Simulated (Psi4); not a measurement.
CAlCl$_{2}$NO, singlet, at a GFN2-xTB geometry (such geometries of metal compounds can be far from the true shape). Base run: CCSD(T)/cc-pVDZ in Psi4.

Input for Psi4:
```
memory 2 GB

molecule mol {
0 1
Al   -0.418228    0.200266   -0.170894
Cl   -2.022512   -1.019092   -0.224611
Cl   -0.307011    2.134568   -0.727266
N     1.098939   -0.526220    0.449043
C     2.109666   -1.010200    0.862041
O     3.086037   -1.477728    1.261000
}

set {
  basis cc-pvdz
  reference rhf
  freeze_core true
}

energy('ccsd(t)')
print_variables()
```

Variants of this job, named by their change:

```csv
change,ΔE vs base (mEh),MP2 correlation (Eh),basis functions,core-seconds (rough)
base,0.000,-0.76870,96,80
method = dlpno-mp2,49.786,-0.76881,96,7
method = mp2,49.730,-0.76887,96,4
method = ccsd,25.582,-0.76870,96,80
method = mp3,33.706,-0.76887,96,9
method = fno-ccsd(t),0.000,-0.76870,96,80
method = qcisd(t),-1.207,-0.76870,96,90
method = mp4,-6.176,-0.76870,96,60
```
